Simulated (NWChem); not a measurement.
System: C$_{2}$Cl$_{3}$, doublet; SMILES [C](Cl)=C(Cl)Cl

All runs: NWChem. Spin-unrestricted. In the optimisation the excess spin sits in a' (Cs, its own frame). Structure relaxed at the PBE-D3(BJ)/def2-SVP, spin-unrestricted level. No stability test was run on the SCF state. Level: M06-2X/def2-SVP with SMD (1 M gas to 1 M solution), gas-phase geometry. Reactions with the solvent are ignored.

| solvent | dielectric constant | solvation free energy (kcal/mol) | cavity-dispersion-structure term (kcal/mol) | dipole in solution (D) |
|---|---|---|---|---|
| water | 78.4 | 2.7 | 3.1 | 0.99 |
| ethylene glycol | 40.2 | 0.8 | 1.2 | 0.99 |
| dichloromethane | 8.93 | -2.2 | -1.9 | 0.97 |
| toluene | 2.37 | -2.3 | -2.1 | 0.90 |
| benzene | 2.27 | -2.4 | -2.2 | 0.90 |
| methanol | 32.6 | -1.3 | -0.9 | 0.99 |
